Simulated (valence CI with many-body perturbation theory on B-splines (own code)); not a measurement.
**Level structure of Sb I**

Level of theory: relativistic CI+MBPT: five valence electrons over a frozen Dirac-Fock core [Kr] 4d10, radial functions for each j: 10 s, 10 p, 9 d, 7 f, 4 g, 2 h, with the one-electron correlation potential Σ1 (screened to all orders), the two-electron term Σ2, the three-electron term Σ3, Breit, model QED; selected single and double excitations, second order for the rest, scaled by the run's own slope (own B-spline code, finite nucleus).

Set against measurement, 19 paired levels are off by 64 cm⁻¹ on average, the worst by 178. These come from a selection out of the NIST Handbook of Basic Atomic Spectroscopic Data. Levels without a partner in it may be off by more. Among the levels kept, up to 870 cm⁻¹ of a level comes from second order outside the variational space, and about a tenth of that is noise between levels of different J, which matters for small intervals.

Levels 1 to 45 of 52, with energies above the lowest level, 5s2.5p3 4S°_3/2. "Leading %" is the weight of the configuration and term that name the level; weights of strongly mixed levels are sums over their largest components and can fall short. In the jj column 3d3/2^4 stands for four electrons in 3d with j = 3/2. Lifetimes count E1, E2, E3, M1 and M2 decay at the calculated energies, and are blank where another channel may lead or the interval is too uncertain; long ones can be off by a factor of two.

```csv
No.,Configuration,Term,J,E (eV),Leading %,Lifetime,g,Leading jj
1,5s2.5p3,4S°,3/2,0.0000,90,,1.971,5s^2 5p1/2 5p3/2^2 (44 %)
2,5s2.5p3,2D°,3/2,1.053,80,1.12 s,0.885,5s^2 5p1/2 5p3/2^2 (48 %)
3,5s2.5p3,2D°,5/2,1.220,93,11.6 s,1.200,5s^2 5p1/2 5p3/2^2 (93 %)
4,5s2.5p3,2P°,1/2,2.033,92,234 ms,0.666,5s^2 5p1/2 5p3/2^2 (92 %)
5,5s2.5p3,2P°,3/2,2.286,78,94.1 ms,1.280,5s^2 5p3/2^3 (77 %)
6,5s2.5p2.6s,4P,1/2,5.368,73,5.15 ns,2.340,5s^2 5p1/2^2 6s (74 %)
7,5s2.5p2.6s,4P,3/2,5.702,84,5.26 ns,1.704,5s^2 5p1/2 5p3/2 6s (90 %)
8,5s2.5p2.6s,2P,1/2,5.831,73,3.49 ns,1.000,5s^2 5p1/2 5p3/2 6s (84 %)
9,5s2.5p2.6s,4P,5/2,5.997,77,4.66 ns,1.546,5s^2 5p1/2 5p3/2 6s (63 %)
10,5s2.5p2.6s,2P,3/2,6.127,62,3.71 ns,1.250,5s^2 5p1/2 5p3/2 6s (65 %)
11,5s2.5p2.6p,4D°,1/2,6.398,49,60.7 ns,0.744,5s^2 5p1/2^2 6p1/2 (75 %)
12,5s2.5p2.6p,4D°,3/2,6.514,40,44.8 ns,1.335,5s^2 5p1/2^2 6p3/2 (73 %)
13,5s2.5p2.5d,4P,5/2,6.604,34,6.69 ns,1.437,5s^2 5p1/2^2 5d5/2 (45 %)
14,5s2.5p2.5d,4F,3/2,6.624,52,18.4 ns,0.729,5s^2 5p1/2^2 5d3/2 (67 %)
15,5s2.5p2.6p,2S°,1/2,6.709,46,68.6 ns,1.286,5s^2 5p1/2 5p3/2 6p1/2 (68 %)
16,5s2.5p2.5d,4F,5/2,6.821,41,9.16 ns,1.198,5s^2 5p1/2 5p3/2 5d3/2 (23 %)
17,5s2.5p2.6p,4D°,3/2,6.827,44,49.1 ns,1.336,5s^2 5p1/2 5p3/2 6p1/2 (78 %)
18,5s2.5p2.6p,4D°,5/2,6.840,65,45.5 ns,1.401,5s^2 5p1/2 5p3/2 6p3/2 (88 %)
19,5s2.5p2.6s,2D,3/2,6.845,38,5.28 ns,1.026,5s^2 5p1/2 5p3/2 5d3/2 (38 %)
20,5s2.5p2.6s,2D,5/2,6.907,60,5.44 ns,1.261,5s^2 5p3/2^2 6s (52 %)
21,5s2.5p2.6p,2D°,3/2,6.916,55,45.0 ns,1.220,5s^2 5p1/2 5p3/2 6p3/2 (84 %)
22,5s2.5p2.6p,4P°,1/2,6.933,67,44.5 ns,2.233,5s^2 5p1/2 5p3/2 6p3/2 (67 %)
23,5s2.5p2.5d,4P,3/2,6.948,26,5.05 ns,1.276,5s^2 5p3/2^2 6s (27 %)
24,5s2.5p2.5d,4F,7/2,6.995,64,51.2 ns,1.272,5s^2 5p1/2 5p3/2 5d5/2 (81 %)
25,5s2.5p2.5d,4P,1/2,7.011,31,6.76 ns,1.596,5s^2 5p1/2 5p3/2 5d3/2 (61 %)
26,5s2.5p2.5d,2P,3/2,7.020,40,9.33 ns,1.260,5s^2 5p1/2 5p3/2 5d5/2 (45 %)
27,5s2.5p2.5d,2F,5/2,7.091,62,9.89 ns,0.940,5s^2 5p1/2 5p3/2 5d3/2 (64 %)
28,5s2.5p2.6p,2D°,5/2,7.110,34,53.4 ns,1.341,5s^2 5p1/2 5p3/2 6p1/2 (62 %)
29,5s2.5p2.7s,4P,1/2,7.121,22,8.44 ns,1.586,5s^2 5p1/2^2 7s (31 %)
30,5s2.5p2.6p,4D°,7/2,7.127,77,45.8 ns,1.389,5s^2 5p1/2 5p3/2 6p3/2 (64 %)
31,5s2.5p2.7s,4P,1/2,7.190,36,42.4 ns,1.706,5s^2 5p1/2^2 7s (44 %)
32,5s2.5p2.6p,4S°,3/2,7.192,38,38.8 ns,1.768,5s^2 5p1/2 5p3/2 6p1/2 (50 %)
33,5s2.5p2.5d,4F,9/2,7.248,78,,1.310,5s^2 5p1/2 5p3/2 5d5/2 (58 %)
34,5s2.5p2.6p,2P°,3/2,7.255,64,53.5 ns,1.232,5s^2 5p1/2 5p3/2 6p3/2 (58 %)
35,5s2.5p2.6p,2P°,1/2,7.264,60,56.2 ns,0.969,5s^2 5p1/2 5p3/2 6p3/2 (53 %)
36,5s2.5p2.5d,4D,3/2,7.269,65,29.5 ns,1.208,5s^2 5p1/2 5p3/2 5d3/2 (37 %)
37,5s2.5p2.5d,4D,5/2,7.283,48,11.6 ns,1.278,5s^2 5p1/2 5p3/2 5d5/2 (59 %)
38,5s2.5p2.6p,2D°,5/2,7.286,50,41.0 ns,1.305,5s^2 5p1/2 5p3/2 6p3/2 (58 %)
39,5s2.5p2.5d,4D,7/2,7.297,36,1.66 μs,1.267,5s^2 5p1/2 5p3/2 5d3/2 (44 %)
40,5s2.5p2.5d,2P,1/2,7.397,41,10.6 ns,0.714,5s^2 5p1/2 5p3/2 5d5/2 (30 %)
41,5s2.5p2.5d,2D,5/2,7.478,28,7.85 ns,1.186,5s^2 5p1/2 5p3/2 5d3/2 (46 %)
42,5s2.5p2.5d,2D,3/2,7.498,29,9.84 ns,0.874,5s^2 5p1/2^2 6d3/2 (39 %)
43,5s2.5p2.7p,4D°,1/2,7.508,48,202 ns,0.665,5s^2 5p1/2^2 7p1/2 (73 %)
44,5s2.5p2.7p,4D°,3/2,7.535,25,162 ns,1.340,5s^2 5p1/2^2 7p3/2 (76 %)
45,5s2.5p2.7s,4P,3/2,7.541,74,21.5 ns,1.645,5s^2 5p1/2 5p3/2 7s (85 %)
```

Names give the largest LS component (configuration and term), which can be under half, so a name can repeat, a term be missing and a line seem to break the LS rules; names also repeat where a configuration has a term twice.

The ionisation energy to 5s2.5p2 3P_0 of the next ion comes out as 8.5921 eV (NIST: 8.60839 eV (measured)). All 52 levels together are meant to be complete up to 7.780 eV.
